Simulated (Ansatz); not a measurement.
Gas-phase reaction R1 → P1 + P2, each structure at its B3LYP-D3(BJ)/def2-TZVP stationary point, reached from a drawn start (curvature not checked).
P1: F atom, charge 0, multiplicity 2.
P2: F3S (SMILES F[S](F)F), charge 0, multiplicity 2.
R1: F4S (SMILES FS(F)(F)F), charge 0, multiplicity 1.

P less R. No zero-point or thermal terms; singlets are restricted closed shells; open shells are unrestricted; no spin–orbit coupling.

Cores are frozen in the correlated methods.

Codes used: Ansatz (Gaussian basis) for Hartree–Fock, density functionals and correlated methods. No computed number here is a measurement.

Task: Predict the reaction energy from B97M-V/def2-TZVPP.

Result: 96.7 kcal/mol

Task: Predict the reaction energy from SCS-MP2/cc-pV(D+d)Z.

Result: 84.9 kcal/mol

Task: Estimate the reaction energy that CCSD(T)/cc-pV(Q+d)Z returns for this input.

Result: 97.4 kcal/mol

Ansatz is an electronic-structure program.
